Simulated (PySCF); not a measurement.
## C₆ coefficients of unlike pairs at PBE

Calculated with PySCF 2.14 from the dipole response of each species, C₆(A,B) = (3/π) ∫ α_A(iu) α_B(iu) du, in atomic units, from isotropic polarisabilities. For ions this is the dispersion term alone; charge-induced terms of lower order in 1/R come first.

```
species           configuration                                        basis      relativity  α (bohr³)  C₆ (like pair)
     He                1s2 (1S)                    aug-cc-pVQZ-DK (5s4p3d2f)   spin-free X2C      1.568           1.728
    O²⁺       [He] 2s2 2p2 (3P)                      dyall-acv3z (15s9p4d2f)            none      1.748           2.338
     K⁺               [Ar] (1S)                      def2-QZVPPD (11s6p4d3f)            none      5.612           23.99
   Kr²⁺  [Ar] 3d10 4s2 4p4 (3P)  aug-cc-pwCVTZ-PP with ECP10MDF (8s7p6d4f1g)  core potential      7.582           37.75
```

(1) Estimate C₆ for Kr²⁺ with He.

No spin-orbit coupling is included.

The other pairs:

```tsv
pair	C₆
Kr²⁺, O²⁺	9.321
K⁺, He	6.435
Kr²⁺, K⁺	30.01
O²⁺, He	1.999
K⁺, O²⁺	7.460
```

Answers

(1) The integral gives 8.068. The combination rule 2 C_A C_B / (C_A α_B/α_A + C_B α_A/α_B) gives 8.072 and the geometric mean 8.077.
